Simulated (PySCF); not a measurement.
Ethyl bromide, C₂H₅Br.
InChI=1S/C2H5Br/c1-2-3/h2H2,1H3

Method: PBE0-D3(BJ)/def2-SVP geometry optimisation, gas phase in PySCF.

Masses are those of the commonest isotopes; rigid-rotor values at the optimised geometry. 

Give the principal moments of inertia and the rotational constants in MHz.

Ia = 16.62, Ib = 133.35, Ic = 143.57 u·Å²; 505379 MHz·u·Å²/I gives A = 30409, B = 3790, C = 3520 MHz.

Classify the top.

A near-prolate asymmetric top; Ray's κ = -0.980.

Is it planar, by Δ = Ic − Ia − Ib?

Not planar: Δ = Ic − Ia − Ib = -6.40 u·Å². For a rigid frame Δ = −2 Σ m c², so Σ m c² = 3.20 u·Å² lies off the ab plane, practically all of it from hydrogen. The atom farthest from that plane is 0.89 Å away.

Give the other two planar moments, Paa and Pbb, and the rms extents of the mass along the axes.

Paa = Σ m a² = (Ib + Ic − Ia)/2 = 130.15 and Pbb = Σ m b² = (Ia + Ic − Ib)/2 = 13.42 u·Å². With the mass M = 107.96 u, the rms extents √(P/M) along a, b and c are 1.10, 0.35, 0.17 Å.

Give the coordinates in the principal-axis frame, origin at the centre of mass.

The sense of each axis is arbitrary; atoms in the order of the calculation.
```json
{"atom": "C1", "mass (u)": "12.000", "a (Å)": "-2.213", "b (Å)": "0.409", "c (Å)": "0.000"}
{"atom": "C2", "mass (u)": "12.000", "a (Å)": "-1.168", "b (Å)": "-0.678", "c (Å)": "0.000"}
{"atom": "Br3", "mass (u)": "78.918", "a (Å)": "0.641", "b (Å)": "0.048", "c (Å)": "0.000"}
{"atom": "H4", "mass (u)": "1.008", "a (Å)": "-2.127", "b (Å)": "1.046", "c (Å)": "-0.892"}
{"atom": "H5", "mass (u)": "1.008", "a (Å)": "-3.217", "b (Å)": "-0.045", "c (Å)": "0.003"}
{"atom": "H6", "mass (u)": "1.008", "a (Å)": "-2.124", "b (Å)": "1.050", "c (Å)": "0.889"}
{"atom": "H7", "mass (u)": "1.008", "a (Å)": "-1.229", "b (Å)": "-1.316", "c (Å)": "-0.891"}
{"atom": "H8", "mass (u)": "1.008", "a (Å)": "-1.229", "b (Å)": "-1.315", "c (Å)": "0.892"}
```

Which lines would a microwave search look for?

The dipole components are |μa| = 1.93 D, |μb| = 0.59 D, |μc| = 0.00 D; the mirror of this Cs structure is the ab plane, so μc vanishes by symmetry and there are no c-type lines. The squared components, which scale the intensities, stand as 1.00 : 0.09 (a : b). Some lines, for components of 0.1 D or more:

```json
{"type": "a", "branch": "R", "J(Ka,Kc)": "2(1,2) ← 1(1,1)", "MHz": "14350", "lower level (cm⁻¹)": "1.132"}
{"type": "a", "branch": "R", "J(Ka,Kc)": "2(0,2) ← 1(0,1)", "MHz": "14618", "lower level (cm⁻¹)": "0.244"}
{"type": "a", "branch": "R", "J(Ka,Kc)": "2(1,1) ← 1(1,0)", "MHz": "14890", "lower level (cm⁻¹)": "1.141"}
{"type": "a", "branch": "R", "J(Ka,Kc)": "3(1,2) ← 2(1,1)", "MHz": "22333", "lower level (cm⁻¹)": "1.637"}
{"type": "b", "branch": "Q", "J(Ka,Kc)": "1(1,0) ← 1(0,1)", "MHz": "26889", "lower level (cm⁻¹)": "0.244"}
{"type": "b", "branch": "Q", "J(Ka,Kc)": "3(1,2) ← 3(0,3)", "MHz": "27572", "lower level (cm⁻¹)": "1.463"}
{"type": "a", "branch": "R", "J(Ka,Kc)": "4(1,4) ← 3(1,3)", "MHz": "28696", "lower level (cm⁻¹)": "2.328"}
{"type": "a", "branch": "R", "J(Ka,Kc)": "4(0,4) ← 3(0,3)", "MHz": "29220", "lower level (cm⁻¹)": "1.463"}
{"type": "a", "branch": "R", "J(Ka,Kc)": "4(2,2) ← 3(2,1)", "MHz": "29259", "lower level (cm⁻¹)": "5.033"}
{"type": "b", "branch": "R", "J(Ka,Kc)": "1(1,1) ← 0(0,0)", "MHz": "33929", "lower level (cm⁻¹)": "0.000"}
{"type": "b", "branch": "R", "J(Ka,Kc)": "4(1,4) ← 3(0,3)", "MHz": "54650", "lower level (cm⁻¹)": "1.463"}
{"type": "b", "branch": "Q", "J(Ka,Kc)": "2(2,0) ← 2(1,1)", "MHz": "79860", "lower level (cm⁻¹)": "1.637"}
{"type": "b", "branch": "Q", "J(Ka,Kc)": "2(2,1) ← 2(1,2)", "MHz": "80667", "lower level (cm⁻¹)": "1.610"}
{"type": "b", "branch": "Q", "J(Ka,Kc)": "3(2,2) ← 3(1,3)", "MHz": "81073", "lower level (cm⁻¹)": "2.328"}
{"type": "b", "branch": "Q", "J(Ka,Kc)": "4(3,1) ← 4(2,2)", "MHz": "133747", "lower level (cm⁻¹)": "6.009"}
{"type": "b", "branch": "Q", "J(Ka,Kc)": "3(3,0) ← 3(2,1)", "MHz": "133762", "lower level (cm⁻¹)": "5.033"}
{"type": "b", "branch": "Q", "J(Ka,Kc)": "4(3,2) ← 4(2,3)", "MHz": "133778", "lower level (cm⁻¹)": "6.008"}
{"type": "b", "branch": "R", "J(Ka,Kc)": "3(3,1) ← 2(2,0)", "MHz": "155700", "lower level (cm⁻¹)": "4.301"}
{"type": "b", "branch": "R", "J(Ka,Kc)": "3(3,0) ← 2(2,1)", "MHz": "155702", "lower level (cm⁻¹)": "4.301"}
{"type": "b", "branch": "R", "J(Ka,Kc)": "4(3,2) ← 3(2,1)", "MHz": "163006", "lower level (cm⁻¹)": "5.033"}
{"type": "b", "branch": "Q", "J(Ka,Kc)": "4(4,0) ← 4(3,1)", "MHz": "187275", "lower level (cm⁻¹)": "10.470"}
```

Estimate the classical rotational partition function at 10 K, 298.15 K and 500 K.

Point group Cs, symmetry number σ = 1; q = (√π/σ)·√((kT/h)³/(ABC)), k/h = 20836.6 MHz/K: 265 at 10 K, 43100 at 298.15 K, 93600 at 500 K.

No PBE0-D3(BJ)/def2-SVP frequencies stand behind this structure, so it isn't proved a minimum. No vibrational averaging or centrifugal distortion is included, and the geometry carries the error of its method. A rigid rotor knows nothing of internal rotation, which can split or shift real lines. Quadrupole hyperfine structure (79Br) is left out.
